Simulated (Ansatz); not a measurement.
Compare A (`C[SiH2][SiH2][AlH2]`) with its isomer B (`[AlH2][CH2][SiH2][SiH3]`).

Gas-phase electronic energies from Ansatz, PBE0-D4/def2-TZVP geometries. CCSD(T)/CBS is the MP2 limit (def2-TZVPP, def2-QZVPP) plus CCSD(T) − MP2 in def2-TZVPP, frozen cores. Functionals use def2-TZVPP. B3LYP here is the variant with VWN-RPA as its local correlation; programs differ in this. One conformer a species, not always the lowest.

Question: Which is lower in electronic energy at CCSD(T)/CBS, and by how much? (Estimate.)

Answer: Ansatz gave: B, by 4.2 kJ/mol.

Question: Give E(B) − E(A) in kJ/mol with r2SCAN-D4, CCSD(T)/def2-TZVPP, PBE-D4, PBE0-D4, CCSD/def2-TZVPP, MP2/def2-TZVPP, B3LYP-D4. (Best estimate.)

Answer: Computed: r2SCAN-D4 -4.2, CCSD(T)/def2-TZVPP -2.6, PBE-D4 1.7, PBE0-D4 0.7, CCSD/def2-TZVPP -0.4, MP2/def2-TZVPP -9.2, B3LYP-D4 -0.8. The order is the other way round with PBE-D4, PBE0-D4.

Largest T1 diagnostic: 0.012.

The D4 term adds −6.7 kJ/mol with B3LYP and −3.2 kJ/mol with PBE0; it sums over pairs of atoms, weighted by their polarisabilities, and B3LYP, whose exchange is more repulsive, gets the larger term. In def2-TZVPP, CCSD(T) changes the Hartree–Fock value by −13.1 kJ/mol (the triples alone add −2.2 kJ/mol) and MP2 by −19.7 kJ/mol.
